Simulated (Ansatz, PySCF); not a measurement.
Caution: the highest occupied level lies above zero, so the state may not be bound. This triplet is an excited state, 1.74 eV above the relaxed singlet at the level frozen-core CCSD(T)/aug-cc-pVDZ // PBE0-D3(BJ)/def2-TZVPD (Ansatz, a quantum-chemistry and plane-wave program).

Z-matrix (Å, degrees):
```
Al
O 1 1.7705
H 2 0.9574 1 111.21
S 1 2.2856 2 120.64 3 -98.66
H 4 1.3476 1 101.32 2 82.89
```
Charge -1, spin multiplicity 3.

Q: Estimate the total energy and highest occupied spin orbital that PBE0-D3(BJ)/def2-TZVPD in PySCF returns for this input.

A: 
| Item | Result |
|---|---|
| total energy | -19506.08 eV |
| highest occupied spin orbital | 1.25 eV |
